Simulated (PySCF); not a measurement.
C4H2N2, SMILES C#C/C=N/C#N.

Coordinates come from a PBE0-D3(BJ)/def2-SVP optimisation. The structure was generated by enumeration; whether it is a known compound was not checked.

Computed with PBE0-D3(BJ)/def2-SVP (PySCF).

Frequencies are harmonic and unscaled.

```tsv
mode	ν (cm⁻¹)	IR (km/mol)	Raman (Å⁴/amu)	depolarisation	moving atoms (share of kinetic energy)
1	125	0.3	0.8	0.75	N 54 %, C 38 %, H 8 %
2	132	0.5	0.9	0.57	N 48 %, C 42 %, H 10 %
3	261	7.5	18.6	0.58	C 59 %, N 31 %, H 10 %
4	364	28.8	8.7	0.75	C 74 %, H 18 %, N 8 %
5	556	7.3	5.0	0.51	C 78 %, N 17 %
6	582	0.2	0.1	0.75	C 76 %, N 22 %
7	589	2.9	3.0	0.22	C 78 %, N 21 %
8	714	37.9	1.3	0.74	H 77 %, C 23 %
9	747	27.2	8.4	0.75	H 75 %, C 25 %
10	996	3.3	9.5	0.75	H 60 %, C 33 %
11	1038	56.9	18.8	0.56	C 62 %, N 25 %, H 13 %
12	1106	6.4	0.6	0.42	N 56 %, C 35 %, H 9 %
13	1378	10.1	9.1	0.26	H 74 %, C 13 %, N 13 %
14	1720	141.7	437.3	0.32	C 53 %, N 44 %
15	2235	95.2	796.0	0.30	C 90 %, H 9 %
16	2359	39.6	461.5	0.31	C 64 %, N 36 %
17	3103	6.5	82.7	0.33	H 92 %, C 8 %
18	3480	85.5	24.4	0.20	H 85 %, C 15 %
```
